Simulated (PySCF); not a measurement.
Ligand exchange on a metal centre used in film growth or etching (Y Cl-F). All species are isolated molecules in the gas phase.

These are PySCF with TPSSh-D3(BJ)/def2-TZVP // r2SCAN-D4/def2-SVP values and carry that method's errors. All candidates: neutral, multiplicity 1. 

```yaml
HOMO–LUMO gap: 5.30 eV
dipole_moment: 0.66 D
LUMO: -3.01 eV
```

### Question
Name which member has these values.
(A) [Y(F)3]
(B) [Y(Cl)2(F)]
(C) [Y(Cl)3]
(D) [Y(Cl)(F)2]

### Answer
B, [Y(Cl)2(F)]. The others give [Y(F)3]: 6.80 eV, 0.20 D, -2.61 eV; [Y(Cl)3]: 5.22 eV, 0.01 D, -3.17 eV; [Y(Cl)(F)2]: 5.36 eV, 0.82 D, -2.82 eV
